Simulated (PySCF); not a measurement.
**Dipole response of Co⁺ (cobalt, charge +1)**

[Ar] 3d8, high-spin 3F determinant. All numbers are calculated (PySCF 2.14, no relativity, point nucleus, in aug-cc-pVDZ). Coupled (time-dependent) response in atomic units; α is the mean over directions. A double-zeta set is small for polarisabilities.

| method | mean α (bohr³) | C₆ (like pair) | S(−4) |
| --- | --- | --- | --- |
| UHF | 6.263 | 20.44 | 34.17 |
| PBE | 9.847 | 32.11 | 130.5 |
| PBE0 | 8.467 | 27.71 | 83.15 |

S(−4) is the Cauchy moment in α(ω) = α(0) + S(−4) ω² + …

α(iu) at UHF:

```json
{"u (hartree)": "0", "α(iu) (bohr³)": "6.263"}
{"u (hartree)": "0.0500", "α(iu) (bohr³)": "6.180"}
{"u (hartree)": "0.100", "α(iu) (bohr³)": "5.952"}
{"u (hartree)": "0.200", "α(iu) (bohr³)": "5.274"}
{"u (hartree)": "0.300", "α(iu) (bohr³)": "4.587"}
{"u (hartree)": "0.500", "α(iu) (bohr³)": "3.576"}
{"u (hartree)": "0.750", "α(iu) (bohr³)": "2.806"}
{"u (hartree)": "1.00", "α(iu) (bohr³)": "2.293"}
{"u (hartree)": "1.50", "α(iu) (bohr³)": "1.617"}
{"u (hartree)": "2.00", "α(iu) (bohr³)": "1.199"}
{"u (hartree)": "3.00", "α(iu) (bohr³)": "0.7391"}
{"u (hartree)": "5.00", "α(iu) (bohr³)": "0.3670"}
```

A single London oscillator, α(iu) = α/(1 + u²/ω²), gives C₆ = (3/4) ω α². Matching the computed C₆ needs ω = 4 × 20.44 / (3 × 6.263²) = 0.695 hartree.

For an ion, C₆ is the dispersion term alone; charge-induced terms of lower order in 1/R come first.
